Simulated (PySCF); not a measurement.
C3H8OSi, SMILES C=C[SiH2]OC.

The structure is a stationary point at ωB97X-D3(BJ)/def2-SVP. One conformer was computed; it need not be the lowest.

Calculation: PySCF with PBE/def2-TZVP.

```json
{
  "total_energy": "-483.53509 hartree",
  "point_group": "Cs",
  "highest_occupied_level": "-6.51 eV",
  "lowest_empty_level": "-1.41 eV",
  "orbital_gap": "5.10 eV",
  "dipole_moment": "0.30 D",
  "quadrupole, principal values (traceless, Buckingham form, about the centre of nuclear charge)": "-5.32, -1.43, 6.76 D·Å",
  "mean_static_polarisability": "68.0 bohr³ (10.08 Å³)",
  "polarisability_principal_values": "52.9, 69.1, 82.1 bohr³"
}
```
